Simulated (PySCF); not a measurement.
**Spectroscopy problems**

No relativistic terms, a single conformation, rapidly exchanging positions averaged, isolated molecule. GFN2-xTB geometry; GIAO PBE0/pcSseg-1 shieldings; PySCF.

Chemical shifts δ = σref − σ; TMS for ¹H and ¹³C, all at this level. Where no couplings were computed, multiplicities follow the n + 1 count of equivalent neighbours, and m marks all less simple cases (inequivalent or close neighbours, rings, F or P nearby). Shifts are as computed. Against solution values, carbons near 30 ppm lie about +3 ppm off and those near 130 ppm about +5 ppm. Of 1309 compounds with measured shifts, 239 miss one by over three times the rms of a fit or turn the order of signals round; such compounds aren't used in these exercises. OH and NH positions are gas-phase values without hydrogen bonding to other molecules.

**Question.** C5H8O2Si. ¹H NMR (500 MHz, computed): δ 7.48 (m, 1H), 6.40 (m, 1H), 5.51 (s, 2H), 2.62 (s, 3H), 1.03 (br s, 1H). ¹³C{¹H} NMR (computed): δ 165.7 (C), 146.4 (CH), 120.1 (CH), 115.9 (C), 16.6 (CH3). Give a structure.

**Answer.** SMILES Cc1occc1[SiH2]O. The formula gives 3 degrees of unsaturation (1 ring in the answer). 5 carbon signals for 5 carbons: no two carbons are equivalent. Carbon types of the structure: 2 × C, 2 × CH, 1 × CH3, leaving 3 H on heteroatoms. δC 165.7: substituted aromatic carbon next to the ring oxygen. δC 146.4: aromatic CH next to the ring oxygen. δC 120.1: aromatic CH. δC 115.9: substituted aromatic carbon.

The shifts were computed for this structure.

**Question.** C5H8O2Si. ¹H NMR (300 MHz, computed): δ 7.44 (m, 1H), 6.15 (m, 1H), 5.51 (s, 2H), 2.44 (s, 3H), 1.03 (br s, 1H). ¹³C{¹H} NMR (computed): δ 158.9, 151.6, 122.5, 115.4, 16.1. Identify the compound.

**Answer.** SMILES [SiH2](c1cc(C)oc1)O. The formula gives 3 degrees of unsaturation (1 ring in the answer). 5 carbon signals for 5 carbons: no two carbons are equivalent. Carbon types of the structure: 2 × C, 2 × CH, 1 × CH3, leaving 3 H on heteroatoms. δC 158.9: substituted aromatic carbon next to the ring oxygen. δC 151.6: aromatic CH next to the ring oxygen. δC 122.5: substituted aromatic carbon. δC 115.4: aromatic CH.

This is the structure that produced the data.
